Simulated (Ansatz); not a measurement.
GeC4N4O4⁺, that is Ge(NCO)4 with one electron fewer, relaxed as a doublet with UKS PBE-D4/def2-SVP in Ansatz, starting from the PBE-D4/def2-SVP geometry of the neutral singlet. Force threshold 0.03 eV/Å.

The gap within one spin of the relaxed charge 1 doublet nearly closes, so an electron or hole may be smeared out by delocalisation error. The relaxation made no stability test and no search for a lower SCF solution.

Start:

```xyz
13

Ge    0.020   -0.110    0.032
N    -1.725    0.362    0.131
C    -2.562    0.817    0.895
O    -3.430    1.251    1.561
N     0.412   -1.206    1.414
C     1.344   -1.588    2.106
O     2.179   -2.008    2.820
N     1.101    1.341    0.131
C     1.504    2.285   -0.533
O     1.940    3.221   -1.097
N     0.298   -0.957   -1.542
C    -0.296   -1.455   -2.486
O    -0.785   -1.953   -3.433
```

**Question.** Estimate the energy that the relaxation releases and the steps that it takes.

**Answer.** 0.06 eV, in 6 steps; 26 s on 4 threads of Arm Neoverse V1 on a shared host. No frequencies were taken in this run, so the end may be a saddle point.

**Question.** Does the start keep its bonding?

**Answer.** By distances, no bond broke or formed. The bond that changes most is Ge1–N8, from 1.81 to 1.80 Å (atoms count from 1).

**Question.** Predict the relaxed structure.

**Answer.** 
```xyz
13

Ge    0.0356   -0.1105   -0.0074
N    -1.6824    0.3686    0.2515
C    -2.5531    0.8357    0.9805
O    -3.4321    1.2696    1.6168
N     0.5186   -1.2649    1.2932
C     1.3258   -1.6065    2.1535
O     2.0447   -1.9949    2.9893
N     1.1379    1.3169   -0.0264
C     1.5135    2.3527   -0.5690
O     1.9230    3.3456   -1.0300
N     0.2123   -1.0005   -1.5680
C    -0.3103   -1.5057   -2.5580
O    -0.7335   -2.0062   -3.5259
```
Bond lengths: 4 × Ge–N 1.80 to 1.81 Å; 4 × C–N 1.23 Å; 4 × C–O 1.17 Å.
